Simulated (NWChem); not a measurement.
# SnNH4Cl; SMILES [Cl][SnH2][NH2]

```xyz
7

Sn    -0.3133     0.3585     0.0000
N      1.3219     1.5529     0.0000
Cl     0.2895    -1.9373     0.0000
H     -1.1678     0.6247    -1.4523
H     -1.1678     0.6247     1.4523
H      1.9123     1.4435    -0.8225
H      1.9123     1.4435     0.8225
```
Atoms are numbered in this order, from 1.

All runs: NWChem. Medium grid unless said otherwise, to which SCAN and Minnesota functionals are sensitive. Structure relaxed at the PBE0/def2-SVP level. def2 effective core potentials on Sn; no spin-orbit coupling. Hybrids' shares of exact exchange are those that their runs print; pure functionals count as 0. The functionals differ in more than this share.

```csv
row,share of exact exchange,orbital gap (eV)
PBE/def2-SVP,0.00,4.76
r2SCAN/def2-SVP,0.00,5.33
B3LYP/def2-SVP,0.20,6.56
PBE0/def2-SVP,0.25,7.14
BHandHLYP/def2-SVP,0.50,withheld
```

**Question.** Fit a straight line of the last column on the one before it, predict the withheld value, and compare with the run.

**Answer.** 
1. Means of the 4 shown rows: x = 0.113, y = 5.947. Slope Σ(x − x̄)(y − ȳ)/Σ(x − x̄)² = 0.4206/0.05188 = 8.108; intercept 5.035.
2. The shown rows scatter about the line by 0.211 (root mean square); the largest residual is +0.29, at r2SCAN/def2-SVP.
3. At x = 0.50 (BHandHLYP/def2-SVP; beyond the shown range) the line gives 9.09.
4. The run gives 9.44, +0.35 from the line, 1.7 times the scatter.
